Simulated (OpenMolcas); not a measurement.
# neutral mercury: effect of the basis set

| Item | Value |
| --- | --- |
| Program | OpenMolcas |
| Method | CASSCF |
| Active space | 2 electrons in 4 orbitals (6s 6p) |
| State averaging | 2S+1 = 3 even, 3 roots (0 in the spin-orbit step); 2S+1 = 1 even, 1 root; 2S+1 = 3 odd, 3 roots; 2S+1 = 1 odd, 3 roots |
| Spin-orbit coupling | state interaction with AMFI integrals over the reference wave functions, term energies averaged over their components |

A. ANO-RCC-MB [6s5p3d1f], DKH2, point nucleus; cost roughly 10 core-seconds
B. ANO-RCC-VDZP [7s6p4d2f], DKH2, point nucleus; cost about 7 core-seconds
C. ANO-RCC-VTZP [8s7p5d3f1g], X2C, point nucleus; cost roughly 11 core-seconds
D. ANO-RCC-VTZP [8s7p5d3f1g], DKH2, point nucleus; cost about 15 core-seconds
E. ANO-RCC-VQZP [9s8p6d4f2g1h], DKH2, point nucleus; cost of the order of 40 core-seconds

Energies in cm⁻¹ above 6s² ¹S₀, the measured ground level; measured values from NIST Handbook of Basic Atomic Spectroscopic Data.

| Level | A | B | C | D | E | Measured |
| --- | --- | --- | --- | --- | --- | --- |
| 6s² ¹S₀ | 0.0 | 0.0 | 0.0 | 0.0 | 0.0 | 0.0 |
| 6s 6p ³P°₀ | 29976 | 31848 | 32497 | 32325 | 32340 | 37645 |
| 6s 6p ³P°₁ | 32095 | 33469 | 34105 | 33932 | 34021 | 39412 |
| 6s 6p ³P°₂ | 37867 | 37094 | 37781 | 37607 | 37630 | 44043 |
| 6s 6p ¹P°₁ | 60092 | 55782 | 53125 | 52988 | 51416 | 54069 |

Deviations, from unrounded energies. A percentage is the sum of absolute deviations over the sum of measured energies, with the sign that they share, or ± where signs differ.

| Against measurement | Levels | A | B | C | D | E |
| --- | --- | --- | --- | --- | --- | --- |
| mean absolute deviation (cm-1) | 4 | 6800 | 5100 | 4400 | 4600 | 4900 |
| other configurations (%) | 4 | ±15.5 | ±11.6 | -10.1 | -10.5 | -11.3 |

C, D lie about equally close to measurement and A furthest from it. The largest miss of C in the table is 6s 6p ³P°₂, by -6300 cm-1. The ranking rests on the paired levels alone, and a cruder setting can come out closer through cancelling errors.

Among A to E the level of the table that moves most is 6s 6p ¹P°₁, by 8700 cm-1 (lowest in E, highest in A).

Some high roots are left out of the spin-orbit mixing, which shifts the levels that they would mix with. Spin-orbit splittings of 6p shells tend to come out small when the coupling is added on scalar orbitals. Measured partners are found by configuration, term and J. A level has none where our copy of the source lacks it or the pairing is in doubt (some pairs that miss far off the trend of their configuration count as doubtful), and it then counts in no deviation. Levels of configurations outside the active space are missing.

° marks odd parity.
